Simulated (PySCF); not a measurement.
Isomers of C6H12O2Si2.

All values: PBE0/pcSseg-1 (PySCF) at GFN2-xTB geometries, gas phase, one conformer each.

(1) Rank by HOMO energy, highest first.
A. `[CH2:1]=[C:2]1[CH2:3][O:4][Si@@:5]1([O:6][SiH3:7])[CH:8]1[CH2:9][CH2:10]1` with O4–Si5–O6–Si7 149°, O4–Si5–C8–C9 -92°
B. `[CH3:1][O:2][CH2:3][SiH2:4][SiH2:5][c:6]1[cH:7][cH:8][cH:9][o:10]1` with C1–O2–C3–Si4 177°, O2–C3–Si4–Si5 -48°, C3–Si4–Si5–C6 -67°, Si4–Si5–C6–C7 -122°
C. `[CH3:1][C@@H:2]1[C:3](=[O:4])[CH2:5][C@H:6]2[SiH2:7][O:8][SiH2:9][C@@H:10]12` with C1–C2–C3–O4 42°, C2–C3–C5–C6 -10°, C3–C5–C6–Si7 -89°, C5–C6–Si7–O8 141°
D. `[CH2:1]=[C:2]([CH3:3])[Si@@:4]1([O:5][SiH3:6])[O:7][CH2:8][C:9]1=[CH2:10]` with C1–C2–Si4–O5 7°, C2–Si4–O5–Si6 171°

(2) Rank by dipole moment, highest first.
A. `[CH3:1][C@@H:2]1[C:3](=[O:4])[CH2:5][C@H:6]2[SiH2:7][O:8][SiH2:9][C@@H:10]12` with C1–C2–C3–O4 42°, C2–C3–C5–C6 -10°, C3–C5–C6–Si7 -89°, C5–C6–Si7–O8 141°
B. `[CH2:1]=[C:2]([CH3:3])[Si@@:4]1([O:5][SiH3:6])[O:7][CH2:8][C:9]1=[CH2:10]` with C1–C2–Si4–O5 7°, C2–Si4–O5–Si6 171°
C. `[CH3:1][O:2][CH2:3][SiH2:4][SiH2:5][c:6]1[cH:7][cH:8][cH:9][o:10]1` with C1–O2–C3–Si4 177°, O2–C3–Si4–Si5 -48°, C3–Si4–Si5–C6 -67°, Si4–Si5–C6–C7 -122°

(3) Rank by the lowest Hirshfeld charge on any atom, lowest value first.
A. `[CH3:1][O:2][CH2:3][SiH2:4][SiH2:5][c:6]1[cH:7][cH:8][cH:9][o:10]1` with C1–O2–C3–Si4 177°, O2–C3–Si4–Si5 -48°, C3–Si4–Si5–C6 -67°, Si4–Si5–C6–C7 -122°
B. `[CH2:1]=[C:2]([CH3:3])[Si@@:4]1([O:5][SiH3:6])[O:7][CH2:8][C:9]1=[CH2:10]` with C1–C2–Si4–O5 7°, C2–Si4–O5–Si6 171°
C. `[CH3:1][C@@H:2]1[C:3](=[O:4])[CH2:5][C@H:6]2[SiH2:7][O:8][SiH2:9][C@@H:10]12` with C1–C2–C3–O4 42°, C2–C3–C5–C6 -10°, C3–C5–C6–Si7 -89°, C5–C6–Si7–O8 141°

Answers

(1) B (-6.59 eV), C (-7.11 eV), A (-7.43 eV), D (-7.57 eV).

(2) A (2.37 D), C (1.66 D), B (1.42 D).

(3) C (-0.319 e), B (-0.292 e), A (-0.136 e).

All values together:

```
                                   SMILES  μ (D)  HOMO (eV)  LUMO (eV)  lowest IAO charge (e)  highest IAO charge (e)  lowest Hirshfeld charge (e)  highest Hirshfeld charge (e)
C[C@@H]1C(=O)C[C@H]2[SiH2]O[SiH2][C@@H]12   2.37      -7.11      -0.71             -0.889 (O)             +0.990 (Si)                   -0.319 (O)                   +0.405 (Si)
             C=C(C)[Si@@]1(O[SiH3])OCC1=C   1.42      -7.57      -0.61             -0.868 (O)             +1.396 (Si)                   -0.292 (O)                   +0.481 (Si)
                   COC[SiH2][SiH2]c1ccco1   1.66      -6.59      -0.17             -0.394 (O)             +0.469 (Si)                   -0.136 (O)                   +0.242 (Si)
              C=C1CO[Si@@]1(O[SiH3])C1CC1   1.80      -7.43      -0.32             -0.872 (O)             +1.421 (Si)                   -0.292 (O)                   +0.486 (Si)
```

Conformers: `[CH3:1][C@@H:2]1[C:3](=[O:4])[CH2:5][C@H:6]2[SiH2:7][O:8][SiH2:9][C@@H:10]12` with C1–C2–C3–O4 42°, C2–C3–C5–C6 -10°, C3–C5–C6–Si7 -89°, C5–C6–Si7–O8 141°; `[CH2:1]=[C:2]([CH3:3])[Si@@:4]1([O:5][SiH3:6])[O:7][CH2:8][C:9]1=[CH2:10]` with C1–C2–Si4–O5 7°, C2–Si4–O5–Si6 171°; `[CH3:1][O:2][CH2:3][SiH2:4][SiH2:5][c:6]1[cH:7][cH:8][cH:9][o:10]1` with C1–O2–C3–Si4 177°, O2–C3–Si4–Si5 -48°, C3–Si4–Si5–C6 -67°, Si4–Si5–C6–C7 -122°; `[CH2:1]=[C:2]1[CH2:3][O:4][Si@@:5]1([O:6][SiH3:7])[CH:8]1[CH2:9][CH2:10]1` with O4–Si5–O6–Si7 149°, O4–Si5–C8–C9 -92°.
